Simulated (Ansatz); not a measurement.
C$_{3}$H$_{7}$Al, SMILES `C[CH]1[CH2][AlH]1`, 11 atoms. Total charge 0; spin multiplicity 1. All runs use 2 threads of an Arm Neoverse V1 on a shared host. Correlated methods freeze the cores.

Q: How many basis functions does each run have, and how long does it take in Ansatz? RKS PBE0-D4/def2-QZVPP energy; RKS ωB97M-V/def2-QZVPP energy; RHF-MP2/def2-QZVPP energy; RHF-CCSD(T)/def2-TZVPP energy; RKS PBE0-D4/def2-TZVP frequencies; direct RPA on PBE orbitals/def2-TZVPP energy; RHF-CCSD(T)/def2-SVP energy; RKS ωB97M-V/def2-SVP energy; RKS r2SCAN0-D4/def2-TZVPP energy; RKS ωB97M-V/def2-TZVPP energy and forces; RKS B97M-V/def2-TZVPP energy; RKS PBE0-D4/def2-TZVP relaxation (10 steps). (An estimate is asked.)

A: The calculation gave: Other jobs shared the machine, so times are rough.

```json
{"level": "RHF-CCSD(T)/def2-SVP", "job": "energy", "functions": "95", "wall time": "3.9 s", "peak host memory (GiB)": "0.35"}
{"level": "RKS ωB97M-V/def2-SVP", "job": "energy", "functions": "95", "wall time": "6.5 s", "peak host memory (GiB)": "0.26"}
{"level": "RKS r2SCAN0-D4/def2-TZVPP", "job": "energy", "functions": "233", "wall time": "7 s", "peak host memory (GiB)": "0.49"}
{"level": "direct RPA on PBE orbitals/def2-TZVPP", "job": "energy", "functions": "233", "wall time": "9.5 s", "peak host memory (GiB)": "0.59"}
{"level": "RKS PBE0-D4/def2-QZVPP", "job": "energy", "functions": "451", "wall time": "13 s", "peak host memory (GiB)": "1.2"}
{"level": "RKS B97M-V/def2-TZVPP", "job": "energy", "functions": "233", "wall time": "15 s", "peak host memory (GiB)": "0.34"}
{"level": "RKS ωB97M-V/def2-TZVPP", "job": "energy and forces", "functions": "233", "wall time": "17 s", "peak host memory (GiB)": "0.74"}
{"level": "RKS ωB97M-V/def2-QZVPP", "job": "energy", "functions": "451", "wall time": "32 s", "peak host memory (GiB)": "1.6"}
{"level": "RHF-MP2/def2-QZVPP", "job": "energy", "functions": "451", "wall time": "33 s", "peak host memory (GiB)": "2.6"}
{"level": "RKS PBE0-D4/def2-TZVP", "job": "relaxation (10 steps)", "functions": "172", "wall time": "43 s", "peak host memory (GiB)": "0.38"}
{"level": "RKS PBE0-D4/def2-TZVP", "job": "frequencies", "functions": "172", "wall time": "3.4 min", "peak host memory (GiB)": "0.39"}
{"level": "RHF-CCSD(T)/def2-TZVPP", "job": "energy", "functions": "233", "wall time": "7.1 min", "peak host memory (GiB)": "1.7"}
```
